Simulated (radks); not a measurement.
Values are calculated unless marked as measured or tabulated.
Coulomb parameter of the 5d shell of the tantalum ion Ta2+ in the model configuration [Xe] 4f14 5d2 6p1, as a second difference U = [E(n + 1) + E(n - 1) - 2 E(n)] / (1)^2 with all orbitals relaxed. "Bare": the charge of the atom changes with n. "Screened": the 6p shell takes up the change at fixed total charge, which measures U(5d,5d) + U(6p,6p) - 2 U(5d,6p). Code: a radial shooting solver on a logarithmic mesh with Libxc functionals. Model: scalar-relativistic Kohn-Sham, BLYP, spin-unpolarised, spherical densities, finite nucleus; Fermi nuclear charge, rms radius 5.3507 fm.

| case | configuration | E - E(n) (eV) |
|---|---|---|
| start | [Xe] 4f14 5d2 6p1 | 0.000 |
| bare +1 | [Xe] 4f14 5d3 6p1 | -16.346 |
| bare -1 | [Xe] 4f14 5d1 6p1 | 26.822 |
| screened +1 | [Xe] 4f14 5d3 | -6.393 |
| screened -1 | [Xe] 4f14 5d1 6p2 | 8.122 |

U(bare) = 10.476 eV, U(screened by 6p) = 1.729 eV, against the Slater integral F0(5d,5d) = 12.925 eV with frozen orbitals.
